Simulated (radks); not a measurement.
The mean radii <r> (bohr) of the occupied orbitals of an atom or ion are listed with their occupations. Method: Dirac Kohn-Sham, PBE, spin-unpolarised, spherical densities, finite nucleus; Fermi nuclear charge, rms radius of each element as measured or else 0.836 A^(1/3) + 0.57 fm; computed with a radial shooting solver on a logarithmic mesh with Libxc functionals.

| orbital | occ. | <r> |
|---|---|---|
| 1s1/2 | 2 | 0.05213 |
| 2s1/2 | 2 | 0.2350 |
| 2p1/2 | 2 | 0.2041 |
| 2p3/2 | 4 | 0.2075 |
| 3s1/2 | 2 | 0.7098 |
| 3p1/2 | 2 | 0.7380 |
| 3p3/2 | 4 | 0.7484 |
| 3d3/2 | 3.6 | 0.9186 |
| 3d5/2 | 5.4 | 0.9248 |

Name the element and its charge. Open shells, if any, are shared by 2j + 1.

Answer. Z = 29, copper, charge +2: Cu2+ in [Ar] 3d9. The 1s radius gives Z: for a bare nucleus <r> = (2 gamma + 1)/(2Z) with gamma = sqrt(1 - (Z/c)^2), 0.05094 bohr for Z = 29, and screening makes it slightly larger (0.05213 here). The occupations add up to 27, and the charge is Z minus that.
